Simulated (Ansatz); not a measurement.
Program: Ansatz. Geometries: PBE0-D4/def2-TZVP. ΔE: electronic, gas phase. CCSD(T)/CBS is the MP2 limit (def2-TZVPP, def2-QZVPP) plus CCSD(T) − MP2 in def2-TZVPP, frozen cores. DFT in def2-TZVPP. B3LYP here is the variant with VWN-RPA as its local correlation; programs differ in this. One conformer a species, not always the lowest.

Consider the isomerisation: `B[SiH2]C(O)F` → `CB(F)[SiH2]O`.

`B[SiH2]C(O)F`:

Z-matrix (Å, degrees):
```
Si
C 1 1.915
B 1 2.007 2 112.2
H 1 1.490 2 107.7 3 -125.2
H 1 1.493 2 107.2 3 119.0
F 2 1.399 1 108.6 3 -61.0
O 2 1.380 1 108.3 3 58.1
H 2 1.098 1 113.5 3 -177.3
H 3 1.196 1 120.1 2 -166.4
H 3 1.193 1 121.8 2 15.6
H 7 0.963 2 109.7 1 171.8
```

`CB(F)[SiH2]O`:

Cartesian coordinates in Å:
```
C -0.992 -1.346 0.330
B -0.527 -0.303 -0.730
F -0.967 -0.427 -1.983
Si 0.755 1.247 -0.364
O 1.169 1.377 1.237
H -0.157 -2.036 0.518
H -1.848 -1.943 0.007
H -1.209 -0.878 1.294
H 0.116 2.545 -0.707
H 1.973 1.096 -1.218
H 1.688 0.668 1.618
```

```csv
level,ΔE (kJ/mol),difference from CCSD(T)/CBS
PBE-D4,-385.7,16.9
r2SCAN-D4,-400.5,2.1
PBE0-D4,-392.7,9.9
B3LYP-D4,-395.0,7.6
ωB97X-V,-387.9,14.7
ωB97M-V,-396.4,6.2
B2PLYP,-402.9,-0.3
PBE,-386.4,16.2
r2SCAN,-400.6,2.0
PBE0,-393.2,9.4
B3LYP,-396.2,6.4
HF/def2-TZVPP,-397.0,5.6
MP2/def2-TZVPP,-414.3,-11.7
SCS-MP2/def2-TZVPP,-404.4,-1.8
CCSD/def2-TZVPP,-399.7,2.9
CCSD(T)/def2-TZVPP,-398.9,3.7
HF/def2-QZVPP,-398.6,4.0
MP2/def2-QZVPP,-417.0,-14.4
SCS-MP2/def2-QZVPP,-407.5,-4.9
HF/CBS(def2),-398.8,3.8
MP2/CBS(def2),-418.0,-15.4
CCSD/CBS(def2),-403.4,-0.8
CCSD(T)/CBS,-402.6,0
```

Largest T1 diagnostic among the species: 0.013.

From PBE to PBE0 (25 % exact exchange), in def2-TZVPP and without D4, ΔE moves by −6.8 kJ/mol.
